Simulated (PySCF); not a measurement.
An unknown shows these calculated signals:

1H NMR (300 MHz, computed): δ 10.37 (br s, 1H), 7.64 (m, 1H), 6.99 (m, 1H), 6.33 (m, 1H), 5.98 (m, 1H).

13C{1H} NMR (computed): δ 157.8 (CH), 142.9 (CH), 139.2 (C), 112.0 (CH), 107.3 (CH).

Method: shieldings: GIAO PBE0/pcSseg-1, structure optimised with GFN2-xTB, in PySCF 2.14 (gas phase, one conformer, non-relativistic).

Shifts are taken against calculated references (same method and geometry level): TMS for 1H, 13C.

Q: Which of these does the molecule contain: a benzene ring, a CH3CH2 unit, an NH or NH2 group, a heteroaromatic ring, a non-aromatic C=C double bond, an OH group?

A: 
- A benzene ring: no.
- A CH3CH2 unit: no.
- An NH or NH2 group: yes (δH 10.37 (br s)).
- A heteroaromatic ring: yes.
- A non-aromatic C=C double bond: yes.
- An OH group: no.

The data belong to `C(=C/F)/C1=CC=NN1`, C5H5FN2; they needn't prove each group on their own.

Carbon signals by region: 5 in the sp2 and nitrile region (100–160 ppm).

Exchangeable OH/NH protons stand at their gas-phase positions; hydrogen bonding in a real sample shifts them, mostly to higher δ. Splittings by 19F in the carbon and heteronuclear signals aren't shown, as no couplings were computed. Shifts are as computed. Against solution values, carbons near 30 ppm lie about +3 ppm off and those near 130 ppm about +5 ppm. Of 1211 compounds with measured shifts, 218 miss one by over three times the rms of a fit or turn the order of signals round; such compounds aren't used in these exercises. Multiplicities follow the n + 1 count of equivalent neighbours, as no J values were calculated; m marks all less simple cases, F and P coupling included.
